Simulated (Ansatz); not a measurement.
C₂HF₂Ga, SMILES `C#[C][Ga]([F])[F]`. Charge 0, multiplicity 1.

```
atom    x (Å)    y (Å)    z (Å)
  C1   0.3426  -1.8206   0.3310
  C2   0.1233  -0.6547   0.1193
 Ga3  -0.2179   1.1589  -0.2106
  F4   1.0161   2.3770  -0.2304
  F5  -1.8007   1.7923  -0.5278
  H6   0.5366  -2.8529   0.5185
```

What are the harmonic wavenumbers in cm⁻¹ at PBE0-D4/def2-TZVP (Ansatz, finite differences of forces, unscaled)? (Estimate.)

The calculation gave: 100, 134, 200, 266, 286, 520, 707, 724, 735, 756, 2164, 3459.

Is this a minimum?

Yes, all 12 modes are real.

Give the ideal-gas thermochemistry at 298.15 K and 1 bar (rigid rotor, harmonic oscillator; point group C2v, symmetry number 2).

Zero-point energy 60.1 kJ/mol; H(298) − E = 79.2 kJ/mol; entropy 331.9 J/(mol·K), of which translation 169.8, rotation 106.5, vibration 55.6; G(298) − E = -19.8 kJ/mol.

And at 400, 500, 600, 800 and 1000 K?


```tsv
T (K)	H − E (kJ/mol)	S (J/mol/K)	G − E (kJ/mol)
400	88.8	359.6	-55.1
500	99.0	382.3	-92.2
600	109.6	401.8	-131.4
800	132.0	433.8	-215.1
1000	155.2	459.8	-304.5
```
